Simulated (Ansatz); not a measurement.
`[NH2][Al]1[CH2]S[SiH]1Cl`, relaxed with RKS PBE0-D4/def2-TZVP in Ansatz from a PBE-D4/def2-SVP geometry. The force threshold is 0.005 eV/Å; the program also tests the step.

Total charge 0; spin multiplicity 1.

Start:

```xyz
11

N     2.410    0.049   -0.189
Al    0.632    0.100   -0.272
C    -0.656    1.377    0.533
S    -1.681   -0.024    1.236
Si   -1.213   -1.433   -0.384
Cl   -2.507   -1.302   -2.043
H     3.006    0.806    0.156
H     2.987   -0.751   -0.461
H    -0.295    1.988    1.387
H    -1.281    2.011   -0.127
H    -1.402   -2.821    0.163
```

(1) By how much does the energy fall, and how many steps does the optimiser take? (An estimate is asked.)

(2) Which bonds change most? (Best estimate.)

(3) Give the relaxed structure. (Best estimate.)

Results:

(1) Computed: 0.07 eV, in 12 steps.

(2) Ansatz gave: S4–Si5 from 2.198 to 2.157 Å; Si5–Cl6 from 2.107 to 2.077 Å; C3–S4 from 1.873 to 1.845 Å; Si5–H11 from 1.505 to 1.484 Å.

(3) Ansatz gave: 
```xyz
11

N     2.395    0.060   -0.213
Al    0.633    0.079   -0.205
C    -0.641    1.362    0.568
S    -1.786    0.030    1.134
Si   -1.227   -1.421   -0.359
Cl   -2.416   -1.387   -2.061
H     2.986    0.817    0.092
H     2.958   -0.718   -0.517
H    -0.309    1.910    1.452
H    -1.170    2.046   -0.095
H    -1.424   -2.780    0.205
```
